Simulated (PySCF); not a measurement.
C3H10GaNSi.
Geometry (PBE0-D3(BJ)/def2-SVP, Å), atoms numbered from 1 in this order:
```
atom  x, y, z in Å
C1     2.947   -0.509    0.872
C2     1.929   -0.143   -0.088
N3     1.109    0.144   -0.844
Ga4   -0.674    0.554   -1.945
C5    -1.884    0.877   -0.382
Si6   -1.887   -0.424    0.947
H7     2.786   -1.546    1.200
H8     2.887    0.156    1.745
H9     3.944   -0.424    0.416
H10   -0.196    1.820   -2.758
H11   -0.808   -0.838   -2.680
H12   -2.905    0.940   -0.802
H13   -1.661    1.863    0.058
H14   -2.866   -0.156    2.054
H15   -0.542   -0.534    1.614
H16   -2.204   -1.781    0.396
```

Level: CAM-B3LYP/def2-SVPD in PySCF, non-relativistic, on one gas-phase PBE0-D3(BJ)/def2-SVP geometry that isn't relaxed in the solvent. The solvent is an IEF-PCM continuum (Bondi radii, 1.10 Å for H, scaled by 1.2), and excitations are vertical TDDFT with non-equilibrium linear response and a frozen core. Only the electrostatic response of the medium enters. Spin–orbit coupling is left out although an atom past zinc is present.

Gas-phase singlets (H = HOMO, L = LUMO):

| state | E (eV) | λ (nm) | f | leading configuration |
| --- | --- | --- | --- | --- |
| S1 | 6.289 | 197 | 0.009 | H→L+1 50% |
| S2 | 6.324 | 196 | 0.042 | H→L+2 50% |
| S3 | 6.423 | 193 | 0.003 | H-1→L+1 86% |
| S4 | 6.623 | 187 | 0.101 | H-1→L+2 77% |
| S5 | 6.701 | 185 | 0.048 | H→L 68% |

Q: Give the list for cyclohexane (ε = 2.017), n² = 2.04.

A: 
```json
{"state": "S1", "E (eV)": "6.620", "λ (nm)": "187", "f": "0.005", "leading configuration": "H→L+2 56%", "change by rank (eV)": "+0.331"}
{"state": "S2", "E (eV)": "6.639", "λ (nm)": "187", "f": "0.109", "leading configuration": "H→L+1 57%", "change by rank (eV)": "+0.315"}
{"state": "S3", "E (eV)": "6.819", "λ (nm)": "182", "f": "0.007", "leading configuration": "H-1→L+1 68%", "change by rank (eV)": "+0.396"}
{"state": "S4", "E (eV)": "6.845", "λ (nm)": "181", "f": "0.078", "leading configuration": "H→L+3 41%", "change by rank (eV)": "+0.222"}
{"state": "S5", "E (eV)": "6.947", "λ (nm)": "178", "f": "0.048", "leading configuration": "H→L 36%", "change by rank (eV)": "+0.246"}
```

Q: How do the frontier levels move from gas to cyclohexane?

A: 
| orbital | gas (eV) | solvent (eV) | change (eV) | Löwdin shares, gas | Löwdin shares, solvent |
| --- | --- | --- | --- | --- | --- |
| LUMO+2 | 0.57 | 0.85 | +0.28 | N3 33 %, C2 32 %, C1 14 %, H7 7 % | C2 32 %, N3 31 %, C1 14 %, H7 8 % |
| LUMO+1 | 0.52 | 0.79 | +0.27 | N3 33 %, C2 32 %, C1 14 %, H9 9 % | N3 33 %, C2 32 %, C1 13 %, H9 8 % |
| LUMO | 0.40 | 0.73 | +0.33 | C1 32 %, C2 19 %, H8 10 %, H9 10 % | C1 25 %, C2 19 %, Ga4 16 %, H8 9 % |
| HOMO | -8.36 | -8.48 | -0.12 | C5 36 %, Ga4 23 %, H10 12 %, Si6 10 % | C5 37 %, Ga4 23 %, H10 11 %, Si6 10 % |
| HOMO-1 | -8.66 | -8.86 | -0.20 | Ga4 37 %, H11 30 %, H10 19 %, C5 7 % | Ga4 37 %, H11 29 %, H10 20 %, C5 7 % |
| HOMO-2 | -10.12 | -10.20 | -0.08 | Si6 31 %, C5 28 %, H16 14 %, H15 7 % | Si6 30 %, C5 28 %, H16 10 %, H15 10 % |
| HOMO-3 | -10.30 | -10.37 | -0.07 | Si6 36 %, H15 26 %, H16 19 %, C5 9 % | Si6 36 %, H15 23 %, H16 22 %, C5 9 % |

The HOMO–LUMO gap goes from 8.76 to 9.22 eV.
